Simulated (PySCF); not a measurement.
Molecule: SMILES CC(C)c1cnn[nH]1, C$_{5}$H$_{9}$N$_{3}$.

Geometry (Å), atoms numbered from 1 in this order:
```xyz
17

C    -1.2888    1.2323   -0.3554
C    -0.6553   -0.1608   -0.3947
C    -1.3121   -1.0856    0.6333
C     0.8089   -0.0642   -0.1343
C     1.5457    0.3849    0.9430
N     2.8534    0.2494    0.6534
N     2.9802   -0.2467   -0.5144
N     1.7635   -0.4478   -1.0177
H    -1.1689    1.6713    0.6319
H    -0.8179    1.8901   -1.0830
H    -2.3507    1.1683   -0.5809
H    -0.7992   -0.5871   -1.3954
H    -1.1952   -0.6789    1.6347
H    -2.3737   -1.1871    0.4209
H    -0.8568   -2.0734    0.6078
H     1.2205    0.7852    1.8802
H     1.6394   -0.8379   -1.9392
```

Frames of a GFN2-xTB Langevin trajectory at 200 K; GIAO PBE0/pcSseg-1 shieldings in PySCF 2.14, gas phase, non-relativistic; equivalent atoms averaged within each frame.

δ = σ(ref) − σ, references computed at the same level: TMS for 13C (σref 186.93) and 1H (σref 31.72); 15N (σref 267.73) against NH3. The references are static minima.

Task: How do the shifts (ppm) fluctuate along the trajectory?

Result: 
| time (fs) | C4 | C5 | C2 | C1/C3 | N6 | N7 | N8 | H17 | H16 | H12 |
| --- | --- | --- | --- | --- | --- | --- | --- | --- | --- | --- |
| optimised geometry | 150.9 | 131.4 | 29.6 | 27.1 | 391.7 | 391.7 | 253.1 | 10.68 | 7.64 | 2.85 |
| 250 | 149.8 | 130.8 | 26.7 | 24.1 | 385.7 | 382.0 | 251.3 | 10.58 | 7.40 | 2.71 |
| 425 | 147.8 | 132.0 | 30.7 | 29.1 | 376.7 | 399.7 | 260.4 | 11.13 | 7.70 | 3.74 |
| 625 | 145.4 | 131.5 | 30.6 | 29.4 | 399.6 | 374.3 | 243.0 | 11.23 | 8.45 | 3.47 |
| 800 | 153.1 | 122.8 | 33.4 | 25.2 | 395.9 | 376.2 | 269.8 | 11.43 | 7.35 | 2.86 |
| 1000 | 150.5 | 132.1 | 29.8 | 22.6 | 382.8 | 408.1 | 257.0 | 11.15 | 7.65 | 3.31 |
| mean of frames | 149.3 | 129.9 | 30.2 | 26.1 | 388.1 | 388.0 | 256.3 | 11.10 | 7.71 | 3.22 |
| standard deviation | 2.9 | 4.0 | 2.4 | 3.0 | 9.4 | 15.0 | 10.0 | 0.32 | 0.44 | 0.43 |

5 frames give an uncertainty of the mean of about the standard deviation over 2.2 at best, since frames this close in time may not be independent; classical motion lacks zero-point vibration, and the reference would need the same averaging.
